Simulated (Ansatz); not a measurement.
`OB([SiH3])OCF`. Charge 0, multiplicity 1. The structure was optimised at the PBE0-D4/def2-TZVP level. It is one conformer, not always the lowest.

```xyz
12

O     0.667    1.088   -1.009
B     0.305   -0.015   -0.311
Si    1.388   -1.724   -0.467
O    -0.788   -0.047    0.534
C    -1.471    1.083    0.918
F    -1.947    1.775   -0.183
H     0.028    1.810   -0.980
H     1.944   -2.103    0.863
H     0.519   -2.845   -0.923
H     2.516   -1.580   -1.425
H    -2.334    0.782    1.513
H    -0.825    1.776    1.468
```

Problem. What is the dipole moment at ωB97M-V/def2-TZVPP? (Best estimate.)

Solution. Computed: 2.54 D, with components (-1.13, 1.60, 1.62) D in this frame, pointing from negative to positive charge.

Problem. And with PBE, r2SCAN, B3LYP? (Best estimate.)

Solution. Computed: PBE 2.49 D, r2SCAN 2.49 D, B3LYP 2.52 D.

Problem. Give the Mulliken charges with ωB97M-V, B3LYP, r2SCAN in def2-TZVPP. (An estimate is asked.)

Solution. Computed: 
```tsv
atom	ωB97M-V	B3LYP	r2SCAN
O1	-0.26	-0.26	-0.29
B2	0.30	0.34	0.35
Si3	0.01	0.09	0.14
O4	-0.29	-0.30	-0.32
C5	0.12	0.16	0.26
F6	-0.24	-0.25	-0.25
H7	0.19	0.19	0.20
H8	-0.03	-0.07	-0.08
H9	-0.03	-0.07	-0.07
H10	-0.03	-0.07	-0.07
H11	0.13	0.13	0.07
H12	0.12	0.11	0.07
```

B3LYP here is the variant with VWN-RPA as its local correlation; programs differ in this.
